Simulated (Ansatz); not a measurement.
Gas-phase electronic energies from Ansatz, PBE0-D4/def2-TZVP geometries. CBS: MP2 limit from def2 TZ/QZ plus the TZ coupled-cluster correction, frozen cores. This one scheme is used for every species. DFT in def2-TZVPP. HSE06 is defined as in plane-wave codes. For Zn outer-core shells are correlated without core-valence functions, which leaves a few kJ/mol of doubt a bond. Scalar relativity is left out up to krypton. Each species was taken in one conformer, which may not be the lowest.

`C[SiH2][NH][ZnH]` + `[SiH3]Cl` → `Cl[SiH2][ZnH]` + `C[SiH2]N`  (formal exchange of groups at a Zn–N bond)

`C[SiH2][NH][ZnH]`:

```xyz
11

C     1.185    0.089    0.851
Si   -0.588    0.649    0.644
N    -1.211   -0.041   -0.796
Zn   -0.325   -1.141   -1.949
H     1.254   -1.000    0.933
H     1.615    0.513    1.763
H     1.809    0.415    0.013
H    -0.623    2.144    0.619
H    -1.368    0.243    1.853
H    -2.168    0.187   -1.025
H     0.420   -2.058   -2.906
```

`[SiH3]Cl`:

Cartesian coordinates in Å:
```
Si -0.003 0.090 -0.092
Cl 0.039 -1.344 1.378
H 1.273 0.841 -0.052
H -1.144 0.997 0.167
H -0.165 -0.583 -1.401
```

`Cl[SiH2][ZnH]`:

Cartesian coordinates in Å:
```
Cl -1.102 0.386 2.006
Si -0.667 0.341 -0.030
Zn 1.456 -0.709 -0.317
H -1.799 -0.372 -0.682
H -0.726 1.752 -0.500
H 2.838 -1.397 -0.477
```

`C[SiH2]N`:

Cartesian coordinates in Å:
```
C -1.292 0.085 -0.530
Si 0.280 -0.590 0.228
N 1.544 0.544 0.506
H -2.027 -0.714 -0.665
H -1.098 0.532 -1.509
H -1.740 0.851 0.108
H 0.828 -1.635 -0.681
H -0.056 -1.195 1.546
H 2.082 0.912 -0.261
H 1.481 1.210 1.258
```

```json
{"species": "`C[SiH2][NH][ZnH]`", "HSE06 energy (Eh)": "-2165.53638"}
{"species": "`[SiH3]Cl`", "HSE06 energy (Eh)": "-751.26443"}
{"species": "`Cl[SiH2][ZnH]`", "HSE06 energy (Eh)": "-2530.40486"}
{"species": "`C[SiH2]N`", "HSE06 energy (Eh)": "-386.39295"}
```

Q: Work out ΔE.

A: ΔE = (-2530.40486) + (-386.39295) − (-2165.53638) − (-751.26443) = 0.00300 Eh = +7.9 kJ/mol. CCSD(T)/CBS gives +26.3 kJ/mol.

Largest T1 diagnostic among the species: 0.014.

From BLYP to BHLYP (50 % exact exchange), in def2-TZVPP and without D4, ΔE moves by +4.9 kJ/mol. Leaving LDA and LC-ωPBE aside and taking each functional with its dispersion term where it has one, the values, not all of them listed here, spread over 15.4 kJ/mol, from PBE-D4 to B2PLYP. LDA lies +8.8 kJ/mol from PBE without D4. In def2-TZVPP, CCSD(T) changes the Hartree–Fock value by +9.7 kJ/mol (the triples alone add +1.8 kJ/mol) and MP2 by +18.0 kJ/mol.
